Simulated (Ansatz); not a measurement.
Reaction (isomerisation): `[CH3][SnH]([F])[Br]` → `F[CH2][SnH2][Br]`

Calculated with Ansatz (gas phase, PBE0-D4/def2-TZVP geometries, no zero-point term in ΔE). CCSD(T)/CBS is the MP2 limit (def2-TZVPP, def2-QZVPP) plus CCSD(T) − MP2 in def2-TZVPP, frozen cores. Functionals use def2-TZVPP. B3LYP here is the variant with VWN-RPA as its local correlation; programs differ in this. HSE06 is defined as in plane-wave codes. def2 core potentials past Kr. For Br, Sn outer-core shells are correlated without core-valence functions, which leaves a few kJ/mol of doubt a bond. Scalar relativity is left out up to krypton. One conformer a species, not always the lowest.

Problem. Is it downhill or uphill in electronic energy at CCSD(T)/CBS, and by how much? (Best estimate.)

Solution. Computed: Uphill: ΔE = +191.4 kJ/mol.

Problem. What do these levels give: revPBE-D4, B97M-V, HSE06-D4, ωB97M-V, PBE0, B3LYP, BHLYP, RPA@PBE/def2-TZVPP, HF/def2-TZVPP, SCS-MP2/def2-TZVPP, HF/CBS(def2), MP2/CBS(def2)? (An estimate is asked.)

Solution. Ansatz gave: revPBE-D4 176.2, B97M-V 185.2, HSE06-D4 176.3, ωB97M-V 180.4, PBE0 176.4, B3LYP 179.1, BHLYP 180.9, RPA@PBE/def2-TZVPP 172.4, HF/def2-TZVPP 179.4, SCS-MP2/def2-TZVPP 188.1, HF/CBS(def2) 183.6, MP2/CBS(def2) 203.2 kJ/mol.

Largest T1 diagnostic among the species: 0.011.

At CCSD(T), def2-SVP lies −19.1 kJ/mol from the extrapolated value and def2-TZVPP −10.1 kJ/mol. Leaving LDA and LC-ωPBE aside and taking each functional with its dispersion term where it has one, the values, not all of them listed here, spread over 9.7 kJ/mol, from PBE-D4 to B2PLYP. LDA lies −9.7 kJ/mol from PBE without D4.
